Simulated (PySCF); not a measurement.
Isomers C7H10F2:

A. `FC1(F)CC[C@H]2C[C@@H]1C2`
B. SMILES C=CCC/C=C\C(F)F
C. `CC/C=C(/C=C/F)CF`
D. `C/C=C1/CC[C@@H]1C(F)F`

Spectrum 1. ¹H NMR (500 MHz, computed): δ 5.97 (m, 1H), 5.81 (q, 1H), 3.40 (m, 1H), 2.78 (m, 1H), 2.71 (m, 1H), 2.27 (m, 1H), 1.91 (m, 1H), 1.83 (d, 3H). ¹³C{¹H} NMR (computed): δ 140.4 (C), 133.4 (CH), 125.7 (CH), 47.2 (CH), 29.0 (CH2), 17.8 (CH2), 17.3 (CH3).

Spectrum 2. ¹H NMR (500 MHz, computed): δ 7.43 (m, 1H), 6.21 (m, 1H), 6.01 (m, 1H), 5.32 (m, 2H), 2.37 (m, 2H), 0.98 (t, 3H). ¹³C{¹H} NMR (computed): δ 162.5 (CH), 145.6 (CH), 136.3 (C), 122.1 (CH), 79.2 (CH2), 26.5 (CH2), 17.6 (CH3).

Spectrum 3. ¹H NMR (500 MHz, computed): δ 2.60 (m, 1H), 2.43 (m, 2H), 2.27 (m, 1H), 2.18 (m, 2H), 1.89 (m, 2H), 1.53 (m, 2H). ¹³C{¹H} NMR (computed): δ 133.3 (C), 44.3 (CH), 34.4 (CH), 32.7 (CH2), 30.8 (CH2), 28.3 (CH2).

Spectrum 4. ¹H NMR (500 MHz, computed): δ 6.68 (m, 1H), 6.33 (m, 1H), 6.15 (m, 1H), 6.09 (m, 1H), 5.51 (m, 1H), 5.39 (m, 1H), 2.36 (m, 2H), 2.16 (m, 2H). ¹³C{¹H} NMR (computed): δ 145.9 (CH), 145.3 (CH), 134.5 (CH), 123.0 (CH2), 118.0 (CH), 37.0 (CH2), 32.8 (CH2).

PySCF calculation with geometry from GFN2-xTB and shieldings: GIAO PBE0/pcSseg-1; averaged over atoms made equivalent by symmetry, fast rotation or ring inversion, non-relativistic, no solvent, one computed conformer.

Chemical shifts δ = σref − σ; ¹H (σref 31.72), ¹³C (σref 186.93) vs TMS, all at this level. Splittings of carbon signals by F and P are missing where no couplings were computed. Where no couplings were computed, multiplicities follow the n + 1 count of equivalent neighbours, and m marks all less simple cases (inequivalent or close neighbours, rings, F or P nearby). Shifts are as computed. Against solution values, carbons near 30 ppm lie about +3 ppm off and those near 130 ppm about +5 ppm. Of 1211 compounds with measured shifts, 218 miss one by over three times the rms of a fit or turn the order of signals round; such compounds aren't used in these exercises.

Question: Which spectrum belongs to which compound?

Answer: 1–D, 2–C, 3–A, 4–B.

- Spectrum 1 (D): 7 ¹³C signals; δC 140.4 is a fully substituted alkene carbon; δC 133.4 is an alkene CH.
- Spectrum 2 (C): 7 ¹³C signals; δC 162.5 is an alkene CH; δC 145.6 is an alkene CH.
- Spectrum 3 (A): 6 ¹³C signals; δC 133.3 is a fully substituted sp3 carbon bonded to 2 F; δC 44.3 is an sp3 CH in a ring.
- Spectrum 4 (B): 7 ¹³C signals; δC 145.9 is an alkene CH; δC 145.3 is an alkene CH.
